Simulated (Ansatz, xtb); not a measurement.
Relative energy of two isomers of C4H2Br2O

Structure X: `Brc1cocc1Br`, a singlet. Structure Y: `Brc1ccc(Br)o1`, a singlet. Both are isolated molecules in the gas phase, relaxed with r2SCAN-D4/def2-SVP.

Energies in hartree; the thermal terms are from GFN2-xTB frequencies at re-optimised GFN2-xTB minima (ideal gas, soft modes damped towards free rotors, one conformer each, 298.15 K, 1 atm) and include the zero-point energy:

|  | X | Y |
| --- | --- | --- |
| E, CCSD(T)/def2-SVP | −5372.691643 | −5372.689493 |
| E, MP2/def2-SVP | −5372.634724 | −5372.633021 |
| E, MP2/def2-TZVPP | −5373.776115 | −5373.775250 |
| zero-point energy | 0.048487 | 0.048445 |
| H(298 K) − E | 0.055966 | 0.055966 |
| G(298 K) − E | 0.015699 | 0.015629 |

Q: Correct the CCSD(T) difference for the basis set by the MP2 change, then work out ΔE, ΔE₀, ΔH and ΔG for X → Y in kcal/mol (1 Eh = 627.51 kcal/mol) and the equilibrium ratio [Y]/[X].

A: 1. Differences Y − X: CCSD(T) +0.002150, MP2 in the small set +0.001703, MP2 in the large set +0.000865 Eh.
2. ΔE = +0.002150 + (+0.000865 − (+0.001703)) = +0.001312 Eh = +0.82 kcal/mol.
3. ΔE₀ = ΔE + ΔZPE = +0.001312 + (−0.000042) Eh = +0.80 kcal/mol.
4. ΔH = ΔE + (0.000000) Eh = +0.82 kcal/mol.
5. ΔG = ΔE + (−0.000070) Eh = +0.78 kcal/mol, so ΔS = (ΔH − ΔG)/T = +0.6 J/(mol K).
6. kT = 0.9442 mEh, so K = [Y]/[X] = exp(−ΔG/kT) = exp(−1.32) ≈ 0.27.

The two are too close for this level to say which is favoured. An error of 1 kcal/mol in ΔG would change K by a factor of 5.4. Mirror images and further conformers aren't counted.

As drawn, both hold the same kinds of bond in the same numbers.

Other levels gave ΔE = −0.4 (GFN2-xTB); −2.2 (HF/STO-3G, GFN2-xTB geometries); +0.3 (r2SCAN-D4/def2-SVP//GFN2-xTB); +0.3 (r2SCAN-D4/def2-SVP); +1.6 (HF/def2-SVP); +1.1 (MP2/def2-SVP); +1.3 (CCSD(T)/def2-SVP) kcal/mol. The correlated steps freeze 23 core orbitals; the filled d shell of Br is correlated, in a basis made for valence electrons. Programs: Ansatz 0.2.0, xtb 6.7.1.
